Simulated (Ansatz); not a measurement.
Molecule: C4H2BrO, net charge 0, doublet state. It need not be the lowest isomer of its formula. 
Coordinates optimised at B3LYP-D3(BJ)/def2-TZVP (Ansatz, a first-principles code):
```
C
O 1 1.3545
C 1 1.3608 2 112.32
H 3 1.0746 1 127.28 2 180.00
C 2 1.3836 1 106.73 3 0.00
C 5 1.3433 2 107.42 1 0.00
H 5 1.0732 6 136.21 3 -180.00
Br 1 1.8644 2 116.46 5 180.00
```
Charge 0, spin multiplicity 2.

Parts of the frozen-core correlation energy in cc-pVTZ (Ansatz, hartree). Frozen orbitals: 19; correlated occupied orbitals by spin: 16 and 15; virtual: 186 and 187. UHF or UKS for open shells. Spin-orbit coupling is left out. No relativistic terms.

```
term                             value
-------------------------  -----------
reference (HF)             -2799.92345
MP2 opposite-spin                  ___
MP2 same-spin                      ___
CCSD correlation                   ___
(T)                           -0.05245
T1 diagnostic                    0.038
largest doubles amplitude        0.070
<S^2> of the reference           1.104
```

### Question
Complete the blanks.

### Answer

- MP2 opposite-spin, value: -0.70457
- MP2 same-spin, value: -0.25397
- CCSD correlation, value: -1.00020
